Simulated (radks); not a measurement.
All-electron atom: Lu LVII in [Ne] 3s2 3p3. Method: scalar-relativistic Kohn-Sham, SCAN, spin-polarised, spherical densities, finite nucleus; open shells are filled with parallel spins first (spin-orbit coupling, left out, can overturn this in heavy ions); meta-GGA in the generalised Kohn-Sham scheme; Fermi nuclear charge, rms radius 5.37 fm; computed with a radial shooting solver on a logarithmic mesh with Libxc functionals.

Normalised radial functions P(r) = r R(r), r in bohr:

| r | 2p up | 2p down | 3s down |
|---|---|---|---|
| 0.000973 | 0.0152 | 0.0152 | 0.3014 |
| 0.001208 | 0.0219 | 0.0219 | 0.3558 |
| 0.001499 | 0.0315 | 0.0315 | 0.4180 |
| 0.00186 | 0.0452 | 0.0452 | 0.4882 |
| 0.002309 | 0.0650 | 0.0650 | 0.5659 |
| 0.002865 | 0.0934 | 0.0933 | 0.6495 |
| 0.003556 | 0.1338 | 0.1338 | 0.7364 |
| 0.004413 | 0.1913 | 0.1912 | 0.8215 |
| 0.005477 | 0.2721 | 0.2720 | 0.8973 |
| 0.006798 | 0.3847 | 0.3845 | 0.9527 |
| 0.008437 | 0.5392 | 0.5390 | 0.9726 |
| 0.01047 | 0.7473 | 0.7469 | 0.9377 |
| 0.013 | 1.0203 | 1.0198 | 0.8262 |
| 0.01613 | 1.3668 | 1.3661 | 0.6169 |
| 0.02002 | 1.7870 | 1.7860 | 0.2960 |
| 0.02484 | 2.2676 | 2.2663 | -0.1331 |
| 0.03083 | 2.7695 | 2.7680 | -0.6340 |
| 0.03827 | 3.2271 | 3.2253 | -1.1260 |
| 0.0475 | 3.5469 | 3.5456 | -1.4790 |
| 0.05895 | 3.6263 | 3.6262 | -1.5307 |
| 0.07258 | 3.4051 | 3.4064 | -1.1653 |
| 0.09007 | 2.8640 | 2.8664 | -0.3241 |
| 0.1118 | 2.1054 | 2.1069 | 0.8305 |
| 0.1387 | 1.3114 | 1.3107 | 1.9352 |
| 0.1722 | 0.6672 | 0.6638 | 2.5569 |
| 0.2137 | 0.2638 | 0.2617 | 2.4508 |
| 0.2652 | 0.0762 | 0.0755 | 1.7631 |
| 0.3292 | 0.0150 | 0.0148 | 0.9337 |
| 0.4086 | 0.0018 | 0.0018 | 0.3475 |
| 0.5071 | 0.0001 | 0.0001 | 0.0849 |
| 0.6293 | 0.0000 | 0.0000 | 0.0125 |

2p up: eigenvalue -13644.0 eV, 0 radial nodes, <r> = 0.0719 bohr, 90 % of the charge inside 0.117 bohr. 2p down: eigenvalue -13630.9 eV, 0 radial nodes, <r> = 0.0719 bohr, 90 % of the charge inside 0.117 bohr. 3s down: eigenvalue -5919.7 eV, 2 radial nodes at r = 0.0233, 0.0961 bohr, <r> = 0.196 bohr, 90 % of the charge inside 0.285 bohr.

Empty levels of this run are not shown, since the potential may be unsettled where no density lies.
